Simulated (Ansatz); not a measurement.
Reactions of `[OH][SnH]([Cl])[CH2]F`.

Isolated molecules relaxed with PBE0-D4/def2-TZVP in Ansatz; ΔE leaves out vibrations. CCSD(T)/CBS adds triple-zeta CCSD(T) − MP2 to the extrapolated MP2 energy (def2 sets, frozen cores). This one scheme is used for every species, atoms too. For atomizations the MP2-based limit and the directly extrapolated one differ by several kJ/mol either way, and by 10 to 25 for some Ge, Se and Sn compounds, so smaller differences from it don't rank the levels. Functionals use def2-TZVPP. Open shells (•) are unrestricted, without spin–orbit coupling. Spin–orbit coupling would lower the free atoms: a little for C, Cl, F, O; strongly for Sn. def2 core potentials past Kr. For Br, Sn outer-core shells are correlated without core-valence functions, so the limit isn't a true one: a few kJ/mol of doubt a bond, and 10 to 20 or more in all where bonds break to atoms. Scalar relativity is left out up to krypton. One conformer a species, not always the lowest.

| reaction | PBE-D4 (kJ/mol) | PBE0-D4 (kJ/mol) | MP2/CBS(def2) (kJ/mol) | HF/CBS(def2) (kJ/mol) | CCSD(T)/CBS(def2) (kJ/mol) |
| --- | --- | --- | --- | --- | --- |
| `[OH][SnH]([Cl])[CH2]F` + H₂O → `[OH][SnH]([OH])[Cl]` + `CF` | -52 | -53 | -60 | -76 | -58 |
| `[OH][SnH]([Cl])[CH2]F` → `[OH][SnH]([F])[CH2]Cl` | 0 | 3 | -13 | 12 | -8 |
| `[OH][SnH]([Cl])[CH2]F` + CH₃OH → `C[O][SnH]([OH])[Cl]` + `CF` | -49 | -49 | -62 | -67 | -60 |
| `[OH][SnH]([Cl])[CH2]F` + HBr → `[OH][SnH]([Cl])[Br]` + `CF` | -129 | -136 | -144 | -159 | -138 |
| `[OH][SnH]([Cl])[CH2]F` + H₂ → `[CH3][SnH]([OH])[Cl]` + H–F | -129 | -140 | -158 | -146 | -149 |
| `[OH][SnH]([Cl])[CH2]F` + H₂ → `[OH][SnH2][Cl]` + `CF` | -41 | -50 | -41 | -81 | -46 |
| `[OH][SnH]([Cl])[CH2]F` → `[CH2]F`• + `[OH][SnH][Cl]`• | 245 | 250 | 290 | 165 | 277 |
| `[OH][SnH]([Cl])[CH2]F` → C• + Cl• + F• + 4 H• + O• + Sn• | 2994 | 2912 | 3018 | 2015 | 2957 |
| `[OH][SnH]([Cl])[CH2]F` → `[CH]F` + `[OH][SnH2][Cl]` | 389 | 392 | 402 | 315 | 372 |
| `[OH][SnH]([Cl])[CH2]F` + `BO[SiH2]F` → `[OH][SnH]([Cl])[SiH2]F` + `BOCF` | 85 | 91 | 118 | 116 | 111 |

Largest T1 diagnostic: 0.018, for `[CH]F`.
